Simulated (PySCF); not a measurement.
**Working out the ionisation energy of Pt+**

Pt+ [Xe] 4f14 5d9 (2D) → Pt(2+) [Xe] 4f14 5d8 (3F). Computed with PySCF 2.14 in aug-cc-pwCVDZ-PP with ECP60MDF, with a scalar-relativistic core potential. Frozen: nothing. Energies in hartree (1 hartree = 27.21139 eV):

| part | Pt+ (lower) | Pt(2+) (upper) |
| --- | --- | --- |
| UHF | -118.235082 | -117.615397 |
| MP2 opposite-spin | -0.311914 | -0.270247 |
| MP2 same-spin | -0.150260 | -0.126421 |

Task: What does Hartree-Fock give?

Result: (-117.615397) − (-118.235082) = 0.619685 hartree = 16.862 eV.

Task: What do MP2 and SCS-MP2 (6/5 opposite-spin, 1/3 same-spin) give?

Result: The opposite-spin parts differ by 1.134 eV and the same-spin parts by 0.649 eV. MP2: 16.862 + (1.134) + (0.649) = 18.645 eV. SCS-MP2: 16.862 + 1.2 × (1.134) + (0.649)/3 = 18.439 eV.

Reference: 18.56 ± 0.12 eV (measured; NIST Atomic Spectra Database, ionization energies), between the lowest levels; spin-orbit coupling is absent from the calculation.

A double-zeta basis recovers only part of the correlation energy.

What remains against the reference includes basis incompleteness and correlation beyond second order.
